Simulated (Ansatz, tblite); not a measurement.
Removing an electron: GeHF3. Charge 0, multiplicity 1. Geometry: PBE0-D4/def2-TZVP. Ansatz, gas phase; energy differences of separate SCF runs; the oxidised species was run as a doublet alone.

Cartesian coordinates in Å:
```
Ge 0.042 0.039 0.065
H 0.778 0.726 1.199
F -1.560 0.604 -0.107
F -0.063 -1.650 0.288
F 0.803 0.280 -1.444
```

The xTB rows come from tblite. Correlated methods freeze 12 core orbitals; core or outer-core shells of Ge are correlated, in sets that lack core-valence functions.

```json
{"level": "GFN2-xTB", "−HOMO (eV)": "14.04", "vertical IE (eV)": "17.73", "−LUMO (eV)": "5.08", "HOMO–LUMO gap (eV)": "8.96"}
{"level": "PBE-D4/def2-TZVP", "−HOMO (eV)": "9.58", "vertical IE (eV)": "13.20", "−LUMO (eV)": "1.58", "HOMO–LUMO gap (eV)": "8.00"}
{"level": "MP2/def2-TZVPP", "−HOMO (eV)": "–", "vertical IE (eV)": "14.53", "−LUMO (eV)": "–", "HOMO–LUMO gap (eV)": "–"}
{"level": "CCSD/def2-TZVPP", "−HOMO (eV)": "–", "vertical IE (eV)": "14.64", "−LUMO (eV)": "–", "HOMO–LUMO gap (eV)": "–"}
{"level": "CCSD(T)/def2-TZVPP", "−HOMO (eV)": "–", "vertical IE (eV)": "14.44", "−LUMO (eV)": "–", "HOMO–LUMO gap (eV)": "–"}
```

(1) Estimate the rows for GFN1-xTB, HF/def2-TZVPP, r2SCAN-D4/def2-TZVP, PBE0-D4/def2-TZVP.

Results:

(1) 
```
              level  −HOMO (eV)  vertical IE (eV)  −LUMO (eV)  HOMO–LUMO gap (eV)
           GFN1-xTB       14.08             17.70        6.98                7.10
      HF/def2-TZVPP           –             14.42           –                   –
r2SCAN-D4/def2-TZVP       10.05             13.52        1.16                8.89
  PBE0-D4/def2-TZVP       11.35             13.92        0.46               10.89
```

Relaxing the oxidised species (PBE0-D4/def2-TZVP) changes its energy by -0.79 eV at PBE0-D4/def2-TZVP, so the adiabatic ionisation energy to this nearest minimum is 13.13 eV. On the way the bond Ge1–H2 breaks. At PBE-D4/def2-TZVP it is 12.84 eV.   Raw xTB energy differences between charge states are shifted by several eV; the methods need an empirical correction for them.
